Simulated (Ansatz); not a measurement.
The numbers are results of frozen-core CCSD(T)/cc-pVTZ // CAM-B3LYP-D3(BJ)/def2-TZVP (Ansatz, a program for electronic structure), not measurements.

Ansatz 0.2 input:
```yaml
crystal:
  periodic: [false, false, false]
  atoms:
    - { symbol: N, position_ang: [-1.414958, -0.454679, -0.305987] }
    - { symbol: Si, position_ang: [-0.069376, 0.566346, -0.014144] }
    - { symbol: N, position_ang: [1.480984, -0.084311, 0.319447] }
    - { symbol: H, position_ang: [-1.552905, -0.918181, -1.188191] }
    - { symbol: H, position_ang: [-1.904095, -0.92062, 0.439528] }
    - { symbol: H, position_ang: [-0.428542, 1.359685, 1.179162] }
    - { symbol: H, position_ang: [0.09499, 1.363227, -1.247161] }
    - { symbol: H, position_ang: [1.721347, -0.456884, 1.222532] }
    - { symbol: H, position_ang: [2.072558, -0.454582, -0.405183] }
basis:
  gaussian: { orbitals: cc-pVTZ }
correlation:
  method: ccsd_t
```

Output:

```
Functional definition: HF
1010 factors; integrals over basis functions are off by at most 9.4e-4 eV
mean field evaluation 1: about -10919.7888 eV, gradient 4.4e1 eV
mean field evaluation 2: about -10919.9182 eV, gradient 4.4e1 eV
mean field evaluation 4: about -10923.7929 eV, gradient 2.9e0 eV
mean field evaluation 8: about -10923.8267 eV, gradient 7.5e-2 eV
mean field evaluation 16: about -10922.6296 eV, gradient 2.3e1 eV
mean field -10923.82670640 eV, -401.4432270244 hartree, gradient 1.2e-6 eV, S^2 0.000000; 0 other end points of the search recorded, 0 dependent functions left out
7 core orbitals not correlated
reference -10923.82670640 eV, -401.4432270244 hartree; 10, 10 occupied and 161, 161 virtual orbitals, 1010 factors
second order -15.31465472 eV of doubles, -0.00000000 eV of singles
cycle   1  -15.76538241 eV  change   -4.5e-1 eV  update   7.3e-2
cycle   2  -16.12949172 eV  change   -3.6e-1 eV  update   2.1e-2
cycle   3  -16.18571760 eV  change   -5.6e-2 eV  update   9.3e-3
cycle   4  -16.17945734 eV  change    6.3e-3 eV  update   2.3e-3
cycle   5  -16.18001104 eV  change   -5.5e-4 eV  update   1.2e-3
cycle   6  -16.18006047 eV  change   -4.9e-5 eV  update   3.3e-4
cycle   7  -16.17993088 eV  change    1.3e-4 eV  update   1.2e-4
cycle   8  -16.17992450 eV  change    6.4e-6 eV  update   3.9e-5
cycle   9  -16.17992432 eV  change    1.8e-7 eV  update   1.1e-5
perturbative correction -0.57034353 eV, -0.0209597380 hartree
Total energy: -10940.57697424 eV, -402.0587880140 hartree
```

Cost: very roughly 40 core-seconds.
